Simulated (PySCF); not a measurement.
## LiCa: energy against distance

Set-up: basis Li aug-pcseg-1, Ca aug-pcseg-1; no relativity; PySCF 2.14. Energies in eV from Li + Ca in their ground configurations at the same level. All curves are PBE0. state 1: ²Σ⁺ (doublet), unpaired electrons σ ↑; state 2: doublet, unpaired electrons π ↑, a second solution, started from another occupation; state 3: ⁴Π (quartet), unpaired electrons σ ↑↑, π ↑, a second solution, started from another occupation; state 4: ²Δ (doublet), unpaired electrons δ ↑, a second solution, started from another occupation.

| R (Å) | state 1 | state 2 | state 3 | state 4 |
| --- | --- | --- | --- | --- |
| 2.946 | -0.2350 | 0.2695 | 1.1325 | 1.2132 |
| 3.083 | -0.3208 | 0.2858 | 1.0927 | 1.1689 |
| 3.220 | -0.3683 | 0.3293 | 1.0813 | 1.1573 |
| 3.322 | -0.3850 | 0.3750 | 1.0870 | 1.1648 |
| 3.425 | -0.3894 | 0.4292 | 1.1021 | 1.1828 |
| 3.528 | -0.3844 | 0.4894 | 1.1242 | 1.2087 |
| 3.665 | -0.3671 | 0.5764 | 1.1617 | 1.2518 |
| 3.836 | -0.3349 | 0.6910 | 1.2162 | 1.3135 |
| 4.042 | -0.2887 | 0.8310 | 1.2857 | 1.3913 |
| 4.316 | -0.2260 | 1.0125 | 1.3740 | 1.4903 |

Put a parabola through the three lowest points of the state 1 curve and estimate Re, k and ωe (reduced mass 5.968 u; 1 eV/Å² = 0.16022 mdyn/Å; ωe = 1302.8·√(k/μ) cm⁻¹).

Through R = 3.322, 3.425, 3.528 Å the second-order coefficient is 0.443 eV/Å², so Re ≈ 3.422 Å, k ≈ 0.142 mdyn/Å and ωe ≈ 201 cm⁻¹. A polynomial fit of higher order to the unrounded PBE0 energies gives Re = 3.417 Å, k = 0.145 mdyn/Å, ωe = 203 cm⁻¹; anharmonicity and rounding make the difference.

The higher-order fit for each curve: state 1: Re = 3.417 Å, ωe = 203 cm⁻¹, De = 0.389 eV; state 3: Re = 3.218 Å, ωe = 226 cm⁻¹, minimum 1.08 eV above the ground-state fragments; state 4: Re = 3.210 Å, ωe = 244 cm⁻¹, minimum 1.16 eV above the ground-state fragments. State 2 gave no clean fit.

The bond is weak. Basis-set superposition, not corrected here, can be much of De in a small basis, most of all at correlated wavefunction levels. Functionals without a dispersion term scatter widely for such bonds, and LDA overbinds them. ⟨S²⟩ of the unrestricted solution departs from its pure value on part of the curve, where spin states mix. Counting both spins, an empty level lies below a filled one in some of these solutions, because spin and occupation are held. The state is the lowest determinant that a PBE0 search found; another state may lie lower at other levels.
